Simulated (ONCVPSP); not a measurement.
# Varying the ONCV potential for tungsten

Base potential:

* Element: tungsten (W)
* Generator: ONCVPSP 4.0.1
* Type: optimised norm-conserving Vanderbilt (ONCV)
* Functional: PBE
* Relativity: scalar-relativistic
* Frozen core: [Kr] 4d10 4f14
* Valence charge: 14
* Reference configuration: 5s2 5p6 5d4 6s2
* Partial waves: 5s+6s: rc 2.00 bohr, ncon 4, nbas 7, qcut 6.2 1/bohr, 2 projectors; 5p: rc 1.90 bohr, ncon 4, nbas 7, qcut 8.5 1/bohr, 3 projectors, debl 0.4 Ha; 5d: rc 2.70 bohr, ncon 4, nbas 7, qcut 4.8 1/bohr, 2 projectors, debl 3.6 Ha
* Local potential: polynomial inside 1.50 bohr (lpopt 5, dvloc0 -1 Ha)
* Core correction: Teter function, fcfact 5.75, rcfact 1.7

In the p channel the program set the typed energies aside and used -1.588, 0.250, 0.650 Ha.

Cutoffs, loose and tight: the cutoffs (Ha) at which the residual kinetic energy of the hardest occupied pseudo-wave falls to 1 and 0.1 mHa per electron. They do not see the model core or the augmentation charge, which bear on the density cutoff. Test errors are all-electron minus pseudo excitation energies from the reference, over the configurations 5s2 5p6 5d4 6s1; 5s2 5p6 5d4 6s0; 5s2 5p6 5d3 6s0; 5s2 5p6 5d4 6s0 6p1. A dash means not determined; rows that change the core or the reference have their own tests.

A true bound ghost makes a file unfit for plane-wave use even where its test errors are small: the radial tests pick states by their node count and pass the ghost by.

```csv
change,outcome,"cutoff, loose","cutoff, tight",bound ghosts,GHOST(+) flags above zero,largest test error (meV)
base,"generated, projector energies reset by the program",16 Ha,23 Ha,none,s,-132
s: qcut 4.2; p: qcut 5.8; d: qcut 3.3,"generated, projector energies reset by the program",22 Ha,34 Ha,p,"s, p, d",-152
s: qcut 4.9; p: qcut 6.8; d: qcut 3.8,"generated, projector energies reset by the program",19 Ha,24 Ha,none,d,-147
s: qcut 5.5; p: qcut 7.5; d: qcut 4.3,"generated, projector energies reset by the program",11 Ha,21 Ha,none,none,-139
s: qcut 6.5; p: qcut 8.9; d: qcut 5,"generated, projector energies reset by the program",20 Ha,26 Ha,none,s,-130
s: qcut 8.2; p: qcut 11.3; d: qcut 6.4,"generated, projector energies reset by the program",27 Ha,33 Ha,p,s,-117
s: qcut 9; p: qcut 12.3; d: qcut 7,"generated, projector energies reset by the program",29 Ha,35 Ha,none,"s, d",-118
```

Problem. What comes out with this change to the base: s: qcut 7.1; p: qcut 9.8; d: qcut 5.5?

Solution. outcome: generated, projector energies reset by the program; cutoff, loose: 23 Ha; cutoff, tight: 28 Ha; bound ghosts: none; GHOST(+) flags above zero: s; largest test error (meV): -124.
